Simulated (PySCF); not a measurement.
C3H9AlO, SMILES C[CH](C)[AlH][OH]. Atoms are numbered in the order given.

```xyz
14

Al    -0.4313     0.9489     0.4775
H     -1.4889     1.3247     1.6100
O      0.6516     2.1510    -0.0737
H      0.6845     3.0562     0.2394
C     -0.3151    -0.8235    -0.3613
C     -0.6175    -1.9527     0.6272
C      0.9946    -1.0536    -1.1156
H     -1.1374    -0.8110    -1.1076
H     -0.6620    -2.9338     0.1211
H      0.1631    -2.0336     1.4032
H     -1.5785    -1.8114     1.1484
H      1.1982    -0.2584    -1.8490
H      0.9855    -2.0165    -1.6575
H      1.8566    -1.0816    -0.4281
```

Geometry optimised at PBE0-D3(BJ)/def2-SVP. The structure was generated by enumeration; whether it is a known compound was not checked. One conformer was computed; it need not be the lowest.

Level of theory: HF/def2-TZVP (PySCF).

Computed frontier levels, gap, dipole moment and polarisability:
```yaml
highest_occupied_level: -10.13 eV
lowest_empty_level: 2.03 eV
orbital_gap: 12.16 eV
dipole_moment: 0.82 D
quadrupole, principal values (traceless, Buckingham form, about the centre of nuclear charge): -8.29, 3.64, 4.66 D·Å
mean_static_polarisability: 60.8 bohr³ (9.02 Å³)
polarisability_principal_values: 52.4, 62.4, 67.7 bohr³
```
